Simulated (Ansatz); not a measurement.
Total energies of GeMeF3 (CH₃F₃Ge) from Ansatz at PBE0-D4/def2-TZVP, gas phase (1 Eh = 27.2114 eV = 2625.5 kJ/mol). The reference geometry is relaxed at PBE0-D4/def2-SVP.

| state | geometry | energy (Eh) |
| --- | --- | --- |
| charge 0 singlet | reference | -2416.14190 |
| charge 1 doublet | reference | -2415.66984 |
| free Ge atom (triplet) | – | -2076.65516 |
| free C atom (triplet) | – | -37.80537 |
| free H atom (doublet) | – | -0.50104 |
| free F atom (doublet) | – | -99.67617 |

Q: Work out the vertical ionisation energy to the doublet.

A: E(charge 1 doublet) − E(charge 0 singlet) = -2415.66984 − (-2416.14190) = 0.47206 Eh = 12.85 eV. For comparison, −ε of the highest occupied level is 10.54 eV at this level, 2.31 eV less.

Q: What is the binding energy per atom against free atoms?

A: Atoms: 1 × (-2076.65516) + 1 × (-37.80537) + 3 × (-0.50104) + 3 × (-99.67617) = -2414.99216 Eh. Binding: -2414.99216 − (-2416.14190) = 1.14974 Eh = 31.29 eV, or 3.91 eV for each of 8 atoms (no zero-point energy, no counterpoise term).
